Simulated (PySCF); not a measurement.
C₃H₈Ge.

```xyz
12

Ge     0.4238    -0.5012     0.0000
C     -1.4167    -1.1494     0.0000
C      0.4488     1.4420     0.0000
C     -0.6545     2.1954     0.0000
H      1.1749    -1.0225    -1.2452
H      1.1749    -1.0225     1.2452
H     -1.9504    -0.7944     0.8936
H     -1.4332    -2.2486     0.0000
H     -1.9504    -0.7944    -0.8936
H      1.4247     1.9443     0.0000
H     -1.6592     1.7575     0.0000
H     -0.6099     3.2906     0.0000
```

Coordinates come from a PBE0-D3(BJ)/def2-SVP optimisation. This is a generated structure with no PubChem entry under its InChIKey; it may be hypothetical. Other conformers were not sampled.

The numbers are results of PBE/pcSseg-1 run with PySCF, not measurements. Non-relativistic, no solvent.

Problem. Give the absolute GIAO shielding of each atom: isotropic value and principal components (ppm). (Estimate from the structure and the level; the computed values follow.)

Solution. 
```json
[
 {"atom": "Ge1", "σ(iso)": "1424.9", "σ11": "1325.0", "σ22": "1412.0", "σ33": "1537.7", "span": "212.7"},
 {"atom": "C2", "σ(iso)": "189.8", "σ11": "187.1", "σ22": "188.5", "σ33": "193.8", "span": "6.6"},
 {"atom": "C3", "σ(iso)": "36.5", "σ11": "-75.0", "σ22": "20.4", "σ33": "164.2", "span": "239.2"},
 {"atom": "C4", "σ(iso)": "42.2", "σ11": "-77.0", "σ22": "45.7", "σ33": "157.9", "span": "234.9"},
 {"atom": "H5", "σ(iso)": "26.8", "σ11": "20.8", "σ22": "21.9", "σ33": "37.7", "span": "16.8"},
 {"atom": "H6", "σ(iso)": "26.8", "σ11": "20.8", "σ22": "21.9", "σ33": "37.7", "span": "16.8"},
 {"atom": "H7", "σ(iso)": "30.8", "σ11": "26.1", "σ22": "27.9", "σ33": "38.4", "span": "12.3"},
 {"atom": "H8", "σ(iso)": "30.9", "σ11": "25.8", "σ22": "27.8", "σ33": "38.9", "span": "13.1"},
 {"atom": "H9", "σ(iso)": "30.8", "σ11": "26.1", "σ22": "27.9", "σ33": "38.4", "span": "12.3"},
 {"atom": "H10", "σ(iso)": "24.6", "σ11": "22.9", "σ22": "23.5", "σ33": "27.5", "span": "4.6"},
 {"atom": "H11", "σ(iso)": "25.3", "σ11": "21.9", "σ22": "23.6", "σ33": "30.3", "span": "8.4"},
 {"atom": "H12", "σ(iso)": "24.9", "σ11": "22.1", "σ22": "24.1", "σ33": "28.5", "span": "6.4"}
]
```
